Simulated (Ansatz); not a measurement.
A made-up structure of BSiH$_{3}$ClO (charge +1), closed shell:

```tsv
atom	x (Å)	y (Å)	z (Å)
O1	-0.1100	-1.5548	-0.2600
B2	0.3734	1.0956	0.6129
Si3	-0.4427	-0.3403	-0.6480
Cl4	1.4633	0.5703	2.0256
H5	-0.4415	-2.2984	-0.7834
H6	-1.2397	0.0587	-1.7534
H7	0.2430	2.2370	0.5612
```

It is relaxed with PBE-D4/def2-SVP and then PBE0-D4/def2-TZVP (Ansatz 0.2.0). Atoms count as bonded within 1.22 times the sum of their covalent radii (H–H: 0.88 Å). The end point is not checked to be a true minimum.

**Question.** Does its bonding change? (A judgement: the text doesn't fix the answer.)

**Answer.** Computed: No: no bond forms or breaks.

Where it ends: The first stage lowers the energy by 3.77 eV in 9 steps. It ends as BSiH₃ClO ([OH][SiH][BH][Cl]), total charge +1:
O1  (-0.865, -1.576, -0.115)
B2  (0.325, 1.106, 0.813)
Si3  (-0.204, -0.231, -0.618)
Cl4  (2.014, 1.329, 0.833)
H5  (-1.091, -2.355, -0.638)
H6  (0.103, -0.147, -2.064)
H7  (-0.437, 1.642, 1.544)
(Å)

Labels in which every atom is bracketed show which atoms are joined, not bond orders.

For scale, one of the runs: PBE0-D4/def2-TZVP relaxation, 154 basis functions, launched by `ansatz run in.yaml --threads 2 --pin off --events-out ev --progress --plain --max-ram 4352MiB`. The run took about 2.3 min on 2 CPU threads of an Arm Neoverse V2 (shared host).
